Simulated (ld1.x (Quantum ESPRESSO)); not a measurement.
# What one change does to a pseudopotential (Ne, RRKJ)

Ne (Z = 10), norm-conserving RRKJ (Kleinman–Bylander form), made with ld1.x (Quantum ESPRESSO) 7.5 (BLYP, scalar-relativistic). Core [He], reference 2s2 2p6. Waves: 2p (bound): rc 0.85 bohr; 2s (bound): rc 0.70 bohr. Local part: the s channel. Core correction: Bessel-smoothed model core inside 0.50 bohr. rho0 = 0.02.

Change: wave 2p (bound): rc 0.85 bohr becomes 2p (bound): rc 0.72 bohr.

Cutoffs: the cutoffs (Ry, on a coarse ladder) from which the occupation-weighted sum of valence levels, in a spherical-Bessel basis at the reference potential, stays within 10 and 1 mRy of its value at 400 Ry; they do not see the model core or the augmentation charge, which bear on the density cutoff. Errors are all-electron minus pseudo energies relative to the spin-unpolarised reference configuration.

Question: What does the change do?

Answer: The potential gets neither clearly harder nor softer (200 Ry and 300 Ry → 230 Ry and 300 Ry); of the 6 tests that both files solve, the error grows in 3 and shrinks in 3 by more than 15 % and 0.3 meV (median size 14.0 → 7.8 meV); neither file shows a bound ghost.

| quantity | base | changed |
| --- | --- | --- |
| cutoff, loose | 200 Ry | 230 Ry |
| cutoff, tight | 300 Ry | 300 Ry |
| loose cutoff by channel (10 mRy a level) | p 140 Ry, s 110 Ry | p 180 Ry, s 110 Ry |
| bound ghosts | none | none |
| error for 2s2 2p5, meV [ΔE 22.50 eV] | +0.3 | -1.4 |
| error for 2s2 2p4, meV [ΔE 65.79 eV] | +25 | +8.1 |
| error for 2s2 2p3, meV [ΔE 133.27 eV] | +143 | +63 |
| error for 2s2 2p5.5, meV [ΔE 8.88 eV] | -0.7 | -1.0 |
| error for 2s2 2p2, meV [ΔE 228.00 eV] | +496 | +242 |
| error for 2s1 2p6, meV [ΔE 45.75 eV] | +2.7 | +7.5 |
